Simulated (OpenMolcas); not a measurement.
## Worked example: vertical ionisation energy of CH5BOSi (SMILES B[SiH2]C=O)

CH5BOSi has 9 atoms, charge 0, and is taken as a singlet. As SMILES, `B[SiH2]C=O`. The coordinates come from a PBE0-D4/def2-TZVP relaxation. This is one conformer, not always the lowest.

Both states at this one shape; open shells run unrestricted unless said. 1 Eh = 27.2114 eV.

| level | program | singlet CH5BOSi (Eh) | doublet CH5BOSi+ (Eh) |
| --- | --- | --- | --- |
| r2SCAN/def2-SVP | OpenMolcas | -430.293265 | -429.959671 |
| BHLYP/def2-SVP | OpenMolcas | -430.327600 | -429.989202 |
| M06-2X/def2-SVP | OpenMolcas | -430.319262 | -429.975870 |
| CCSD(T)/def2-SVP, open shells restricted, 8 core orbitals frozen | OpenMolcas | -429.543957 | -429.210484 |

Problem. Work out the vertical ionisation energy at each level.

Solution. 
1. r2SCAN/def2-SVP: -429.959671 − (-430.293265) = 0.333594 Eh = 9.08 eV.
2. BHLYP/def2-SVP: -429.989202 − (-430.327600) = 0.338398 Eh = 9.21 eV.
3. M06-2X/def2-SVP: -429.975870 − (-430.319262) = 0.343392 Eh = 9.34 eV.
4. CCSD(T)/def2-SVP, open shells restricted: -429.210484 − (-429.543957) = 0.333473 Eh = 9.07 eV.

No measured value is set beside it here; the levels span 9.07 to 9.34 eV.
